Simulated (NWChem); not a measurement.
Species: NH$_{4}$ cation; SMILES [NH4+]

All runs: NWChem. All runs use the structure optimised with PBE0-D3(BJ)/def2-TZVP. Vertical excitations in the gas phase; the lowest state need not have the same character in each row.

```tsv
level	lowest excitation, singlet (eV)	oscillator strength of that lowest state	lowest triplet (eV)	orbital gap (eV)
PBE/def2-SVP, TDA	14.97	0.130	14.03	14.58
B3LYP/def2-SVP, TDA	15.24	0.150	14.20	16.53
BHandHLYP/def2-SVP, TDA	15.81	0.196	14.51	19.64
Hartree-Fock/def2-SVP, CIS	?	?	?	?
```

### Question
Complete the blanks.

### Answer

- Hartree-Fock/def2-SVP, CIS, lowest excitation, singlet (eV): 16.62
- Hartree-Fock/def2-SVP, CIS, oscillator strength of that lowest state: 0.299
- Hartree-Fock/def2-SVP, CIS, lowest triplet (eV): 14.73
- Hartree-Fock/def2-SVP, CIS, orbital gap (eV): 24.76
